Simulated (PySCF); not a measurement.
**Electron correlation in Ir(34+) (iridium, charge +34)**

Starting occupation: [Kr] 4d7, 4d3/2 with m_j = -3/2, -1/2, +1/2, +3/2, 4d5/2 with m_j = +1/2, +3/2, +5/2. All numbers are calculated (PySCF 2.14, X2C-1e with screened-nucleus spin-orbit coupling, Gaussian nucleus, in an uncontracted even-tempered set (17 s from 3.5 bohr⁻², ratio 2.8; 14 p from 4.6 bohr⁻², ratio 2.8; 9 d from 4.6 bohr⁻², ratio 2.8; 3 f from 20 bohr⁻², ratio 3)). Frozen: [Ar] 3d10; 15 electrons correlated; the 92 highest virtual spinors left out.

MP2 pair energies summed by pair of shells (mhartree):

```json
{"pair": "4d5/2-4p3/2", "energy": "-61.56", "share (%)": "17.8"}
{"pair": "4d3/2-4p3/2", "energy": "-61.06", "share (%)": "17.7"}
{"pair": "4d3/2-4d5/2", "energy": "-59.94", "share (%)": "17.4"}
{"pair": "4d3/2-4d3/2", "energy": "-39.39", "share (%)": "11.4"}
{"pair": "4p3/2-4p3/2", "energy": "-22.46", "share (%)": "6.5"}
{"pair": "4p1/2-4p3/2", "energy": "-15.94", "share (%)": "4.6"}
{"pair": "4p3/2-4s1/2", "energy": "-13.77", "share (%)": "4.0"}
{"pair": "4d3/2-4s1/2", "energy": "-13.19", "share (%)": "3.8"}
{"pair": "4d5/2-4d5/2", "energy": "-12.67", "share (%)": "3.7"}
{"pair": "4d3/2-4p1/2", "energy": "-12.66", "share (%)": "3.7"}
{"pair": "4d5/2-4p1/2", "energy": "-9.72", "share (%)": "2.8"}
{"pair": "4d5/2-4s1/2", "energy": "-9.26", "share (%)": "2.7"}
{"pair": "4p1/2-4s1/2", "energy": "-6.18", "share (%)": "1.8"}
{"pair": "4p1/2-4p1/2", "energy": "-4.39", "share (%)": "1.3"}
{"pair": "4s1/2-4s1/2", "energy": "-3.21", "share (%)": "0.9"}
```

Total MP2 correlation energy: -345.41 mhartree.

At this charge the one-electron X2C treatment keeps the bare 1/r₁₂, with no two-electron picture change or Breit term. The effect here is smaller than on the frozen 1s shell.
